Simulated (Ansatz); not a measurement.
CH5ClOSi (`O[SiH2]CCl`). Charge 0, multiplicity 1.

Cartesian coordinates in Å:
```
O 0.181 -1.737 0.612
Si 0.525 -0.133 0.669
C -0.177 0.739 -0.843
Cl -1.936 0.399 -0.898
H -0.743 -1.967 0.495
H 2.004 -0.022 0.674
H -0.053 0.526 1.870
H 0.252 0.371 -1.776
H -0.054 1.822 -0.803
```

What are the harmonic wavenumbers in cm⁻¹ at PBE0-D4/def2-TZVP (Ansatz, finite differences of forces, unscaled)? (Best estimate.)

Computed: 90, 159, 257, 314, 538, 643, 707, 765, 783, 849, 913, 928, 964, 1120, 1191, 1427, 2225, 2245, 3089, 3154, 3901.

Is this a minimum?

Yes, all 21 modes are real.

Give the ideal-gas thermochemistry at 298.15 K and 1 bar (rigid rotor, harmonic oscillator; point group C1, symmetry number 1).

Zero-point energy 157.1 kJ/mol; H(298) − E = 175.2 kJ/mol; entropy 324.6 J/(mol·K), of which translation 165.9, rotation 110.2, vibration 48.5; G(298) − E = 78.5 kJ/mol. Modes under 100 cm⁻¹ are hindered rotations or soft bends, so the harmonic entropy is rough.

Rotational constants (cm⁻¹)?

0.2897, 0.08384, 0.07086.
